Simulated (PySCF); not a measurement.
## [Co(OH)4]2-: what the settings change

[Co(OH)4]2-: Co(II) (d7), charge -2. The structure is a PBE0-D3(BJ)/def2-TZVP, IEF-PCM water geometry optimised for multiplicity 4; coordination tetrahedral, point group C2, metal–donor distances 1.99 Å.

```
9

Co    0.0000    0.0000    0.0000
O     1.2273    1.2332    0.9663
H     0.7413    2.0472    1.1172
O    -1.2273   -1.2332    0.9663
H    -0.7413   -2.0472    1.1172
O    -1.2267    1.2326   -0.9662
H    -2.0311    0.7436   -1.1516
O     1.2267   -1.2326   -0.9662
H     2.0311   -0.7436   -1.1516
```

Method (PySCF 2.14, density fitting): CASSCF(7,5) with orbitals averaged over all microstates of the shell, strongly contracted NEVPT2 on the averaged canonical orbitals; basis x2c-TZVPall on the metal, x2c-SVPall elsewhere; spin-free X2C; IEF-PCM water; spin-orbit coupling by state interaction with the mean-field operator over all roots.

Base run: NEVPT2 ground state 4A (from 4A2), next 4B (from 4T2) at 3154, then 4B (from 4T2) at 3307 cm⁻¹, 10Dq(CASSCF) 3797, B(CASSCF) 1182, ζ 509 cm⁻¹, D 17.92 cm⁻¹, g 2.142 2.360 2.378, μeff(300 K) 4.57 μB.

(1) What happens with the basis x2c-TZVPall on all atoms?

(2) What happens with orbitals averaged over the highest spin alone?

NEVPT2 lifts 4B (from 4T2) from 2634 to 3307 cm⁻¹; on the d shell alone such lifts tend to overshoot.

## Answers

(1) NEVPT2 ground state 4A (from 4A2), next 4B (from 4T2) at 3097, then 4B (from 4T2) at 3239 cm⁻¹, 10Dq(CASSCF) 3729, B(CASSCF) 1183, ζ 509 cm⁻¹, D 18.10 cm⁻¹, g 2.146 2.367 2.384, μeff(300 K) 4.59 μB. It took 11 s against 6 s on a shared host of the same kind.

(2) NEVPT2 ground state 4A (from 4A2), next 4B (from 4T2) at 3041, then 4B (from 4T2) at 3186 cm⁻¹, 10Dq(CASSCF) 3772, B(CASSCF) 1195, ζ 513 cm⁻¹, D 18.71 cm⁻¹, g 2.149 2.377 2.395, μeff(300 K) 4.61 μB.
